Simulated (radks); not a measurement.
Values are calculated unless marked as measured or tabulated.
Question: The table gives one normalised radial function P(r) = r R(r) of Al2+ in [Ne] 3s1 (r in bohr). Code: a radial shooting solver on a logarithmic mesh with Libxc functionals. Model: scalar-relativistic Kohn-Sham, PBE, spin-polarised, spherical densities, finite nucleus; open shells are filled with parallel spins first; Fermi nuclear charge, rms radius 3.061 fm.

r	P
0.006289	0.5326
0.009086	0.7408
0.01313	1.0138
0.01882	1.3476
0.02719	1.7441
0.03928	2.1523
0.05675	2.4807
0.08135	2.5948
0.1175	2.3703
0.1698	1.7810
0.2454	1.0153
0.3517	0.4028
0.5081	0.0912
0.7342	0.0095
1.061	0.0003
1.52	0.0000
2.197	0.0000
3.174	0.0000
4.586	0.0000
6.573	0.0000

Which n and l does it have? It may be an empty orbital.

Answer: n = 1, l = 0: the number of nodes gives n - l - 1 = 0, the rise at small r (about r^(l+1)) gives l, and the extent must fit the shell. The curve is that of 1s up; the table hardly tells the two spins apart. 1s up: eigenvalue -1532.3 eV, 0 radial nodes, <r> = 0.120 bohr, 90 % of the charge inside 0.215 bohr.
